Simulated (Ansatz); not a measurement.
Consider the atomization: `[NH2][Al]([OH])[SiH2]Cl` → Al• + Cl• + 5 H• + N• + O• + Si•.

Isolated molecules relaxed with PBE0-D4/def2-TZVP in Ansatz; ΔE leaves out vibrations. CCSD(T)/CBS is the MP2 limit (def2-TZVPP, def2-QZVPP) plus CCSD(T) − MP2 in def2-TZVPP, frozen cores. This one scheme is used for every species, atoms too. Functionals use def2-TZVPP. B3LYP here is the variant with VWN-RPA as its local correlation; programs differ in this. Open shells (•) are unrestricted, without spin–orbit coupling. Spin–orbit coupling would lower the free atoms: a little for Al, Cl, O, Si. One conformer a species, not always the lowest.

```csv
level,ΔE (kJ/mol)
B3LYP-D4,3328.9
r2SCAN,3337.3
PBE0,3287.2
CCSD/def2-TZVPP,3192.6
```

**Question.** What does CCSD(T)/CBS give? (An estimate is asked.)

**Answer.** Computed: +3358.8 kJ/mol. The listed levels differ from it by -29.9, -21.5, -71.6, -166.2 kJ/mol.

Largest T1 diagnostic among the species: 0.018.

In def2-TZVPP, CCSD(T) changes the Hartree–Fock value by +869.4 kJ/mol (the triples alone add +50.3 kJ/mol) and MP2 by +930.5 kJ/mol; breaking electron pairs costs correlation energy, which Hartree–Fock lacks. From PBE to PBE0 (25 % exact exchange), in def2-TZVPP and without D4, ΔE moves by −56.1 kJ/mol: exact exchange takes away binding that semilocal exchange gives to molecules. The D4 term adds +36.1 kJ/mol with B3LYP and +19.3 kJ/mol with PBE0; it sums over pairs of atoms, weighted by their polarisabilities, and B3LYP, whose exchange is more repulsive, gets the larger term.

For atomizations the MP2-based limit and the directly extrapolated one differ by several kJ/mol either way, and by 10 to 25 for some Ge, Se and Sn compounds, so smaller differences from it don't rank the levels.
